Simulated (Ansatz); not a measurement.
Reaction (SMILES): N[Si](N)([NH-])O → N[Si](N)(N)[O-]

Quantity: isomerisation energy (enthalpy at 298 K), in kcal/mol. Conventions: LANL2DZ with its own core potentials from Na on; no spin-orbit coupling; 6-31G* and kin with 6d, 5d where marked; non-relativistic; no dispersion term unless named; 6-311+G** with 5d, 6d on Na to Ar in Ansatz (a first-principles code); valence correlation only. CBS(X,Y): correlation extrapolated as X^-3; Hartree-Fock from the larger set. Ab initio and DFT rows: single points at B3LYP-D3(BJ) geometries (Ansatz), with unscaled harmonic terms from B3LYP/6-31G* (Ansatz) at its own minima. Sets without +, aug- or the D of def2-TZVPD hold no diffuse functions, which anions need.

Coupled cluster (Ansatz) is a level with limits of its own, used here on species with T1 under 0.025 (0.045 for open shells) and stable references: CCSD(T)/CBS(aug-cc-pV(T+d)Z,aug-cc-pV(Q+d)Z).

Value to compare with, CCSD(T)/CBS(aug-cc-pV(T+d)Z,aug-cc-pV(Q+d)Z) (Ansatz): -14.9 kcal/mol.

```json
[
 {"level": "B3LYP/STO-3G", "program": "Ansatz", "isomerisation energy (enthalpy at 298 K) (kcal/mol)": "-9.3", "difference": "5.6"},
 {"level": "B3LYP/3-21G", "program": "Ansatz", "isomerisation energy (enthalpy at 298 K) (kcal/mol)": "-21.3", "difference": "-6.4"},
 {"level": "B3LYP/LANL2DZ", "program": "Ansatz", "isomerisation energy (enthalpy at 298 K) (kcal/mol)": "-17.5", "difference": "-2.6"},
 {"level": "B3LYP/6-31G", "program": "Ansatz", "isomerisation energy (enthalpy at 298 K) (kcal/mol)": "-18.4", "difference": "-3.5"},
 {"level": "B3LYP/6-31G*", "program": "Ansatz", "isomerisation energy (enthalpy at 298 K) (kcal/mol)": "-19.7", "difference": "-4.8"},
 {"level": "B3LYP/6-31+G*", "program": "Ansatz", "isomerisation energy (enthalpy at 298 K) (kcal/mol)": "-18.2", "difference": "-3.3"},
 {"level": "B3LYP/6-31G**", "program": "Ansatz", "isomerisation energy (enthalpy at 298 K) (kcal/mol)": "-17.8", "difference": "-2.9"},
 {"level": "B3LYP/def2-SVP", "program": "Ansatz", "isomerisation energy (enthalpy at 298 K) (kcal/mol)": "-16.8", "difference": "-1.9"},
 {"level": "B3LYP/cc-pVDZ", "program": "Ansatz", "isomerisation energy (enthalpy at 298 K) (kcal/mol)": "-16.0", "difference": "-1.1"},
 {"level": "B3LYP/6-311+G**", "program": "Ansatz", "isomerisation energy (enthalpy at 298 K) (kcal/mol)": "-15.5", "difference": "-0.6"},
 {"level": "B3LYP/def2-TZVPD", "program": "Ansatz", "isomerisation energy (enthalpy at 298 K) (kcal/mol)": "-15.7", "difference": "-0.8"}
]
```

Among the 10 habitual levels, B3LYP/3-21G lies farthest from CCSD(T)/CBS(aug-cc-pV(T+d)Z,aug-cc-pV(Q+d)Z) (Ansatz) (-6.4 kcal/mol); 1 of 10 lie above it, and their mean absolute difference is 3.3 kcal/mol, the median 3.1. One case shows no general order.

The sets are all those run for this method; left out are runs that failed, that the program found above a lower state of the same kind, or whose <S^2> lies over 0.5 above the pure value.
